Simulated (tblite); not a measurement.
Record of a relaxation.

C₈H₁₁NS.
Atom-mapped SMILES: `[CH:1]#[C:2]/[CH:3]=[CH:4]\[C:5](=[S:6])[CH2:7][CH2:8][NH:9][CH3:10]` (hydrogens: H11 on C1; H12 on C3; H13 on C4; H14, H15 on C7; H16, H17 on C8; H18 on N9; H19, H20, H21 on C10)

Computed with GFN2-xTB (tblite), gas phase: L-BFGS steps from a force-field or distance-geometry start until the largest atomic force falls under 0.01 eV/Å. 9 of its 104 geometries are shown.

Step 0: E = -782.5854 eV, largest atomic force 3.030 eV/Å
```
atom  x, y, z in Å  |  force x, y, z in eV/Å
C1     -4.505   -1.050    0.121   -0.855  -0.159  -0.127
C2     -3.731   -0.189   -0.203    0.072   0.791  -0.457
C3     -2.791    0.825   -0.587   -2.841  -1.053   0.038
C4     -1.525    0.719   -0.287    2.387  -0.773   0.990
C5     -0.951   -0.400    0.463    0.242   0.857  -0.365
S6     -1.790   -1.678    1.012    0.118  -0.733   0.387
C7      0.517   -0.379    0.726   -0.763  -0.095   1.373
C8      1.325   -0.345   -0.551   -0.646  -0.312  -0.351
N9      2.715   -0.340   -0.240    0.359  -1.070  -0.546
C10     3.220    0.837    0.386    1.712   0.114   1.022
H11    -5.209   -1.812    0.384    0.530   0.531  -0.146
H12    -3.182    1.661   -1.132   -0.207   0.237  -0.160
H13    -0.856    1.510   -0.587    0.210   0.052   0.045
H14     0.780   -1.303    1.288   -0.131   0.591  -0.152
H15     0.748    0.503    1.364   -0.045  -0.380  -0.300
H16     1.057   -1.291   -1.081    0.369   0.759  -0.131
H17     0.980    0.548   -1.112    0.735  -0.534  -0.119
H18     2.957   -1.211    0.257   -0.189   0.707  -0.254
H19     3.793    1.411   -0.371   -0.438   0.061   0.422
H20     3.962    0.539    1.192   -0.646   0.383  -0.835
H21     2.478    1.460    0.900    0.026   0.024  -0.337
```

Step 13: E = -783.0432 eV, largest atomic force 0.266 eV/Å
```
atom  x, y, z in Å  |  force x, y, z in eV/Å
C1     -4.669   -0.988    0.043   -0.037  -0.014   0.009
C2     -3.841   -0.165   -0.247   -0.064   0.057  -0.043
C3     -2.867    0.783   -0.569    0.241  -0.086   0.071
C4     -1.567    0.645   -0.212   -0.013  -0.023  -0.045
C5     -0.963   -0.439    0.501   -0.010   0.033  -0.002
S6     -1.764   -1.768    1.042   -0.014  -0.150   0.040
C7      0.503   -0.358    0.759   -0.009  -0.021   0.073
C8      1.358   -0.343   -0.533   -0.020  -0.053  -0.040
N9      2.774   -0.367   -0.270   -0.064  -0.013  -0.033
C10     3.288    0.834    0.371    0.119  -0.111   0.049
H11    -5.290   -1.771    0.356   -0.167   0.024  -0.056
H12    -3.170    1.659   -1.131   -0.081  -0.081   0.066
H13    -0.880    1.426   -0.498    0.028   0.172  -0.048
H14     0.795   -1.221    1.358    0.038  -0.079  -0.003
H15     0.730    0.534    1.347   -0.074   0.156  -0.020
H16     1.105   -1.234   -1.117    0.039   0.097  -0.031
H17     1.134    0.549   -1.132    0.055  -0.145   0.064
H18     3.013   -1.202    0.259   -0.043   0.126  -0.039
H19     3.797    1.458   -0.368   -0.121  -0.005  -0.021
H20     4.011    0.565    1.136    0.095   0.045   0.046
H21     2.496    1.419    0.848    0.103   0.071  -0.036
```

Step 26: E = -783.1253 eV, largest atomic force 0.153 eV/Å
```
atom  x, y, z in Å  |  force x, y, z in eV/Å
C1     -4.848   -0.945   -0.024   -0.044  -0.007  -0.028
C2     -3.883   -0.255   -0.235   -0.013   0.062   0.015
C3     -2.880    0.679   -0.510   -0.086   0.005  -0.035
C4     -1.576    0.578   -0.180    0.076  -0.006  -0.014
C5     -0.936   -0.508    0.500    0.041   0.016   0.070
S6     -1.701   -1.879    0.995    0.017   0.075  -0.108
C7      0.518   -0.333    0.782    0.038   0.031   0.025
C8      1.399   -0.337   -0.502   -0.013   0.031   0.028
N9      2.811   -0.367   -0.239    0.034   0.015   0.041
C10     3.372    0.841    0.342    0.002   0.067  -0.021
H11    -5.648   -1.591    0.180    0.026  -0.033   0.005
H12    -3.224    1.569   -1.028    0.009  -0.033   0.028
H13    -0.929    1.410   -0.436   -0.039  -0.040  -0.013
H14     0.855   -1.129    1.449    0.023  -0.085  -0.061
H15     0.667    0.620    1.299    0.010   0.034  -0.021
H16     1.159   -1.208   -1.113   -0.066  -0.122   0.064
H17     1.194    0.550   -1.102   -0.062   0.109  -0.022
H18     3.042   -1.187    0.307    0.027  -0.024   0.087
H19     3.774    1.464   -0.459   -0.016   0.032  -0.074
H20     4.185    0.604    1.022    0.048  -0.062  -0.005
H21     2.639    1.442    0.891   -0.012  -0.066   0.038
```

Step 39: E = -783.1538 eV, largest atomic force 0.144 eV/Å
```
atom  x, y, z in Å  |  force x, y, z in eV/Å
C1     -4.887   -0.935   -0.047    0.120   0.053  -0.006
C2     -3.907   -0.251   -0.207   -0.105  -0.059   0.005
C3     -2.899    0.677   -0.486    0.040  -0.039  -0.040
C4     -1.585    0.587   -0.179   -0.033  -0.022  -0.018
C5     -0.920   -0.489    0.493   -0.017   0.025   0.008
S6     -1.661   -1.908    0.872   -0.031  -0.010  -0.009
C7      0.528   -0.312    0.809   -0.016  -0.002   0.001
C8      1.402   -0.340   -0.475    0.030   0.013   0.012
N9      2.817   -0.381   -0.202   -0.020  -0.008   0.020
C10     3.396    0.844    0.322    0.019  -0.032  -0.022
H11    -5.684   -1.595    0.128    0.019  -0.006   0.013
H12    -3.239    1.559   -1.017   -0.046   0.025   0.024
H13    -0.971    1.427   -0.477    0.121  -0.009   0.077
H14     0.870   -1.128    1.450   -0.113  -0.001   0.029
H15     0.683    0.632    1.340   -0.008   0.038  -0.065
H16     1.137   -1.242   -1.040    0.082   0.082   0.013
H17     1.193    0.535   -1.098    0.039  -0.055   0.024
H18     3.025   -1.169    0.404   -0.019   0.045  -0.018
H19     3.676    1.490   -0.514   -0.069   0.001  -0.001
H20     4.297    0.610    0.887   -0.018   0.008  -0.061
H21     2.720    1.407    0.978    0.023  -0.049   0.014
```

Step 52: E = -783.2083 eV, largest atomic force 0.095 eV/Å
```
atom  x, y, z in Å  |  force x, y, z in eV/Å
C1     -4.841   -0.956   -0.057   -0.035  -0.007  -0.016
C2     -3.897   -0.232   -0.240    0.001   0.012   0.020
C3     -2.910    0.725   -0.495    0.028  -0.020  -0.086
C4     -1.597    0.625   -0.193    0.014   0.013  -0.005
C5     -0.943   -0.482    0.434   -0.004   0.000   0.011
S6     -1.658   -1.945    0.665    0.013  -0.019   0.014
C7      0.484   -0.294    0.829   -0.002  -0.004   0.006
C8      1.417   -0.386   -0.412    0.000  -0.003   0.019
N9      2.823   -0.432   -0.107   -0.008   0.048   0.014
C10     3.413    0.829    0.289   -0.038   0.044   0.023
H11    -5.612   -1.644    0.120   -0.010  -0.024   0.010
H12    -3.275    1.618   -0.989    0.023   0.045   0.038
H13    -0.957    1.467   -0.429   -0.028   0.043   0.007
H14     0.758   -1.087    1.528    0.051   0.018   0.013
H15     0.624    0.678    1.309    0.000  -0.013   0.000
H16     1.162   -1.295   -0.965    0.013  -0.001   0.021
H17     1.242    0.479   -1.057   -0.001  -0.064  -0.056
H18     3.016   -1.151    0.583   -0.012   0.001  -0.035
H19     3.326    1.530   -0.540    0.015   0.003  -0.065
H20     4.470    0.675    0.502   -0.019  -0.020  -0.010
H21     2.945    1.294    1.167    0.001  -0.052   0.079
```

Step 64: E = -783.2184 eV, largest atomic force 0.061 eV/Å
```
atom  x, y, z in Å  |  force x, y, z in eV/Å
C1     -4.831   -0.959   -0.074   -0.001  -0.007  -0.007
C2     -3.898   -0.225   -0.277    0.022   0.004   0.052
C3     -2.907    0.735   -0.509   -0.015   0.005  -0.018
C4     -1.598    0.630   -0.192   -0.002   0.026   0.022
C5     -0.941   -0.480    0.425   -0.002   0.003   0.017
S6     -1.644   -1.951    0.645    0.010  -0.002  -0.005
C7      0.481   -0.279    0.827    0.004  -0.013   0.028
C8      1.416   -0.409   -0.409   -0.014  -0.016  -0.009
N9      2.820   -0.425   -0.106   -0.020  -0.021  -0.015
C10     3.404    0.835    0.297   -0.047  -0.036  -0.013
H11    -5.588   -1.656    0.128   -0.012   0.000  -0.028
H12    -3.261    1.654   -0.961   -0.024   0.001  -0.018
H13    -0.970    1.490   -0.392    0.015   0.014  -0.012
H14     0.764   -1.050    1.544    0.008  -0.028   0.039
H15     0.615    0.703    1.288    0.021   0.024  -0.045
H16     1.178   -1.350   -0.912   -0.015  -0.025  -0.001
H17     1.221    0.410   -1.105    0.022   0.010  -0.013
H18     3.021   -1.151    0.573    0.038   0.003  -0.001
H19     3.241    1.556   -0.503    0.024   0.037   0.002
H20     4.475    0.689    0.426   -0.003   0.037   0.001
H21     2.994    1.251    1.228   -0.008  -0.016   0.024
```

Step 77: E = -783.2281 eV, largest atomic force 0.036 eV/Å
```
atom  x, y, z in Å  |  force x, y, z in eV/Å
C1     -4.830   -0.959   -0.099    0.011   0.015  -0.009
C2     -3.890   -0.221   -0.257   -0.013  -0.019  -0.024
C3     -2.906    0.746   -0.486    0.015   0.004   0.010
C4     -1.597    0.655   -0.165    0.001   0.004   0.001
C5     -0.929   -0.458    0.439    0.001   0.013  -0.007
S6     -1.620   -1.939    0.628    0.007  -0.002   0.021
C7      0.496   -0.257    0.827    0.000   0.007   0.001
C8      1.418   -0.458   -0.412   -0.005  -0.002   0.012
N9      2.827   -0.431   -0.132    0.008  -0.018  -0.017
C10     3.374    0.834    0.306    0.006   0.029  -0.007
H11    -5.597   -1.655    0.065    0.009  -0.003   0.002
H12    -3.268    1.656   -0.952   -0.009   0.006   0.021
H13    -0.974    1.520   -0.362    0.000  -0.004  -0.012
H14     0.777   -0.989    1.587    0.003  -0.011  -0.016
H15     0.648    0.750    1.224    0.003   0.009  -0.002
H16     1.186   -1.432   -0.854   -0.001   0.014   0.011
H17     1.201    0.316   -1.154    0.021  -0.009   0.018
H18     3.075   -1.164    0.523   -0.012  -0.032  -0.001
H19     3.144    1.595   -0.440   -0.009  -0.018   0.011
H20     4.457    0.733    0.374   -0.032   0.017  -0.003
H21     2.998    1.175    1.281   -0.005  -0.001  -0.008
```

Step 90: E = -783.2300 eV, largest atomic force 0.011 eV/Å
```
atom  x, y, z in Å  |  force x, y, z in eV/Å
C1     -4.815   -0.963   -0.111    0.002   0.003  -0.001
C2     -3.880   -0.219   -0.266    0.000  -0.006   0.001
C3     -2.901    0.756   -0.484   -0.002   0.005   0.009
C4     -1.592    0.666   -0.165    0.001  -0.002   0.005
C5     -0.924   -0.447    0.440    0.004  -0.001   0.003
S6     -1.617   -1.925    0.647   -0.003   0.006   0.007
C7      0.502   -0.248    0.825    0.003  -0.003   0.003
C8      1.419   -0.473   -0.412   -0.002   0.000   0.002
N9      2.829   -0.441   -0.140   -0.004   0.002   0.003
C10     3.355    0.830    0.310   -0.004  -0.003  -0.002
H11    -5.574   -1.667    0.054   -0.002  -0.006  -0.009
H12    -3.270    1.671   -0.933    0.005   0.004  -0.003
H13    -0.970    1.532   -0.361    0.001  -0.002  -0.001
H14     0.779   -0.975    1.591    0.003  -0.003   0.001
H15     0.661    0.762    1.209    0.000   0.002  -0.003
H16     1.182   -1.452   -0.837    0.008  -0.003  -0.005
H17     1.203    0.291   -1.165    0.001   0.002  -0.002
H18     3.087   -1.180    0.506   -0.010   0.001   0.003
H19     3.091    1.593   -0.422    0.001   0.009  -0.007
H20     4.440    0.758    0.360    0.001  -0.004  -0.004
H21     2.985    1.147    1.294    0.000  -0.001   0.002
```

Step 103: E = -783.2305 eV, largest atomic force 0.009 eV/Å
```
atom  x, y, z in Å  |  force x, y, z in eV/Å
C1     -4.814   -0.964   -0.123    0.002  -0.003  -0.004
C2     -3.879   -0.218   -0.265   -0.005  -0.001  -0.004
C3     -2.899    0.758   -0.475   -0.003  -0.002   0.001
C4     -1.590    0.664   -0.157    0.001   0.007   0.000
C5     -0.924   -0.447    0.452   -0.006   0.004  -0.001
S6     -1.626   -1.917    0.686    0.003   0.001   0.004
C7      0.506   -0.251    0.823   -0.006   0.000   0.005
C8      1.417   -0.473   -0.418    0.002  -0.001   0.002
N9      2.827   -0.441   -0.143    0.004   0.000   0.000
C10     3.351    0.830    0.306    0.001   0.005  -0.004
H11    -5.572   -1.673    0.027    0.001   0.002  -0.002
H12    -3.265    1.675   -0.924    0.003  -0.006   0.000
H13    -0.966    1.528   -0.357    0.003   0.006   0.002
H14     0.790   -0.976    1.588   -0.001  -0.004   0.002
H15     0.668    0.761    1.203   -0.002   0.000   0.008
H16     1.182   -1.452   -0.844   -0.002  -0.006   0.000
H17     1.201    0.291   -1.170   -0.001   0.005   0.002
H18     3.079   -1.177    0.509    0.007  -0.005  -0.002
H19     3.090    1.593   -0.426    0.002   0.001  -0.002
H20     4.436    0.759    0.360   -0.006  -0.003  -0.004
H21     2.978    1.148    1.290    0.004   0.001  -0.003
```

**Question.** Summarise the path.

**Answer.** The energy falls by 62.25 kJ/mol from step 0 to step 103; nine tenths of that is first reached at step 42. It falls at every step. The largest force goes from 3.030 to 0.009 eV/Å. Among the bonds C10–H20 changes most (a near tie, within 0.001 Å, with another), from 1.135 to 1.089 Å; the atoms move by 0.411 Å rms after alignment.

The cost below is that of the whole relaxation. The run took 1.5 s on Intel Xeon at 2.70 GHz, one thread, shared host.
